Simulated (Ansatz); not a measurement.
Coupled-cluster diagnostics for ZnSi₆⁻ (the lowest doublet isomer of a short search), Ansatz.

Geometry of the doublet (PBE-D4/def2-SVPD):

Cartesian coordinates in Å:
```
Zn -1.967 1.508 2.438
Si -0.071 -0.392 1.782
Si 1.097 -1.901 -1.573
Si -0.288 1.517 -0.131
Si -0.810 -0.969 -0.427
Si 1.591 -0.199 0.049
Si 0.447 0.436 -2.138
```

Correlated methods freeze 39 core orbitals. The structure comes from a short search, and lower isomers may exist.

**Question.** Estimate the CCSD(T) correlation energy, the shares of MP2 and (T), T1 and the reference's ⟨S²⟩ for: charge -1, doublet, own geometry in def2-SVPD; and the rough time on 4 threads of Arm Neoverse V1 on a shared host.

**Answer.** 
```
                           state      basis  correlation (eV)  MP2 share (%)  (T) share (%)     T1  ⟨S²⟩ (pure)  wall time            remarks
charge -1, doublet, own geometry  def2-SVPD           -26.660           94.7            7.1  0.029  0.93 (0.75)    2.9 min  spin-contaminated
```
Customary marks for T1 are 0.02 (closed shells), 0.045 (open shells) and about 0.05 (3d metals). T1 exceeds 0.02 in 1 of 1 rows and 0.045 in 0; the higher it lies, the less the single-reference result can be trusted.
